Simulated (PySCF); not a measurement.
FH8NSi3, SMILES N[SiH2][SiH2][SiH2]F.

Coordinates come from a PBE-D3(BJ)/def2-SVP optimisation. This is a generated structure with no PubChem entry under its InChIKey; it may be hypothetical. The values are those of a single conformer.

These are TDA-PBE/def2-SVPD (PySCF 2.14.0) values and carry that method's errors.

Vertical excitations. Isolated molecule, no solvent.

Question: Estimate the UV-visible absorptions. (An estimate is asked for; the answer gives what the named calculation found.)

Answer: 
```json
[
 {"state": "S1", "energy (eV)": "4.84", "λ (nm)": "256", "f": "0.002", "main pairs": "HOMO→LUMO 98 %"},
 {"state": "S2", "energy (eV)": "5.42", "λ (nm)": "229", "f": "0.000", "main pairs": "HOMO→LUMO+1 81 %, HOMO−1→LUMO 16 %"},
 {"state": "S3", "energy (eV)": "5.57", "λ (nm)": "223", "f": "0.024", "main pairs": "HOMO→LUMO+2 66 %, HOMO−1→LUMO 22 %"},
 {"state": "S4", "energy (eV)": "5.63", "λ (nm)": "220", "f": "0.038", "main pairs": "HOMO−1→LUMO 53 %, HOMO→LUMO+2 31 %, HOMO→LUMO+1 9 %"},
 {"state": "S5", "energy (eV)": "5.99", "λ (nm)": "207", "f": "0.011", "main pairs": "HOMO→LUMO+3 96 %"},
 {"state": "S6", "energy (eV)": "6.11", "λ (nm)": "203", "f": "0.025", "main pairs": "HOMO−1→LUMO+1 82 %"},
 {"state": "S7", "energy (eV)": "6.26", "λ (nm)": "198", "f": "0.009", "main pairs": "HOMO−2→LUMO 66 %, HOMO−1→LUMO+2 27 %"},
 {"state": "S8", "energy (eV)": "6.36", "λ (nm)": "195", "f": "0.030", "main pairs": "HOMO−1→LUMO+2 47 %, HOMO−2→LUMO 21 %, HOMO−3→LUMO 16 %"},
 {"state": "S9", "energy (eV)": "6.50", "λ (nm)": "191", "f": "0.022", "main pairs": "HOMO→LUMO+4 55 %, HOMO−3→LUMO 35 %"},
 {"state": "S10", "energy (eV)": "6.54", "λ (nm)": "190", "f": "0.011", "main pairs": "HOMO−3→LUMO 39 %, HOMO→LUMO+4 27 %, HOMO−1→LUMO+3 13 %, HOMO−1→LUMO+2 8 %"},
 {"state": "T1", "energy (eV)": "4.54", "λ (nm)": "273", "f": "0", "main pairs": "HOMO→LUMO 98 %"},
 {"state": "T2", "energy (eV)": "5.03", "λ (nm)": "247", "f": "0", "main pairs": "HOMO→LUMO+1 81 %, HOMO−1→LUMO 15 %"},
 {"state": "T3", "energy (eV)": "5.11", "λ (nm)": "242", "f": "0", "main pairs": "HOMO−1→LUMO 81 %, HOMO→LUMO+1 15 %"},
 {"state": "T4", "energy (eV)": "5.35", "λ (nm)": "232", "f": "0", "main pairs": "HOMO→LUMO+2 94 %"}
]
```
Triplets are in the Tamm–Dancoff approximation.
